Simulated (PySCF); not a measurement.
SMILES C=C(F)F, singlet (B3LYP/def2-SVP optimised geometry):

```
6

C     -0.772     0.000     0.000
C      0.555     0.000     0.000
F      1.310     1.080     0.001
F      1.312    -1.080     0.000
H     -1.312    -0.945     0.001
H     -1.310     0.946     0.000
```

Calculation: B3LYP/def2-TZVP (PySCF).

**Question.** What are the frontier orbital energies and the dipole moment?

**Answer.** HOMO-2 -12.15 eV, HOMO-1 -11.54 eV, HOMO -7.53 eV, LUMO 0.11 eV, LUMO+1 1.52 eV; dipole moment 1.19 D.

On the same geometry PBE/def2-TZVP in PySCF gives HOMO-2 -10.45 eV, HOMO-1 -9.86 eV, HOMO -6.43 eV, LUMO -0.62 eV, LUMO+1 1.02 eV; dipole moment 1.00 D.

Meta-Löwdin charges at B3LYP/def2-TZVP: C1 -0.37, C2 0.55, F3 -0.24, F4 -0.24, H5 0.15, H6 0.15.
